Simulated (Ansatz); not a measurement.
`[AlH2][SiH]1C[SiH2]1` + `FBBCl` → `ClB[SiH]1C[SiH2]1` + `F[BH][AlH2]`  (redistribution)

Program: Ansatz. Geometries: PBE0-D4/def2-TZVP. ΔE: electronic, gas phase. CCSD(T)/CBS is the MP2 limit (def2-TZVPP, def2-QZVPP) plus CCSD(T) − MP2 in def2-TZVPP, frozen cores. DFT in def2-TZVPP. One conformer a species, not always the lowest.

`[AlH2][SiH]1C[SiH2]1`:

Z-matrix (Å, degrees):
```
Si
Si 1 2.410
Al 1 2.754 2 54.9
C 1 1.875 2 50.8 3 144.7
H 1 1.484 2 126.5 3 52.4
H 1 1.478 2 118.7 3 -113.3
H 2 1.503 1 92.4 3 110.8
H 3 1.585 1 122.0 2 -98.7
H 3 1.586 1 101.2 2 118.5
H 4 1.087 1 117.0 2 113.4
H 4 1.087 1 113.8 2 -113.1
```

`FBBCl`:

```xyz
6

F     1.895    0.106    0.321
B     0.697    0.539   -0.044
B    -0.683   -0.410    0.201
Cl   -1.193   -1.465   -1.092
H     0.660    1.628   -0.560
H    -1.376   -0.398    1.174
```

`ClB[SiH]1C[SiH2]1`:

Z-matrix (Å, degrees):
```
Si
B 1 1.961
Si 1 2.284 2 108.2
C 1 1.906 2 116.9 3 56.2
H 1 1.482 2 122.8 3 -144.1
Cl 2 1.751 1 118.7 3 -51.2
H 2 1.193 1 124.4 3 123.9
H 3 1.479 1 120.4 2 6.9
H 3 1.481 1 121.0 2 -148.3
H 4 1.088 1 115.7 2 155.3
H 4 1.087 1 115.2 2 21.6
```

`F[BH][AlH2]`:

```xyz
6

F     1.697    1.276    0.121
B     0.706    0.688   -0.540
Al   -0.666   -0.639    0.473
H     0.662    0.966   -1.717
H    -2.016   -0.087    1.113
H    -0.384   -2.204    0.550
```

(1) Is it downhill or uphill in electronic energy at CCSD(T)/CBS, and by how much? (Best estimate.)

(2) What do these levels give: PBE0, MP2/def2-TZVPP, SCS-MP2/def2-TZVPP, CCSD(T)/def2-TZVPP, MP2/def2-QZVPP, HF/CBS(def2)? (Estimate.)

Largest T1 diagnostic among the species: 0.015.

Answers

(1) Ansatz gave: Uphill: ΔE = +65.0 kJ/mol.

(2) Computed: PBE0 68.5, MP2/def2-TZVPP 65.7, SCS-MP2/def2-TZVPP 61.8, CCSD(T)/def2-TZVPP 65.4, MP2/def2-QZVPP 65.3, HF/CBS(def2) 48.6 kJ/mol.

In def2-TZVPP, CCSD(T) changes the Hartree–Fock value by +16.4 kJ/mol (the triples alone add +3.1 kJ/mol) and MP2 by +16.7 kJ/mol.
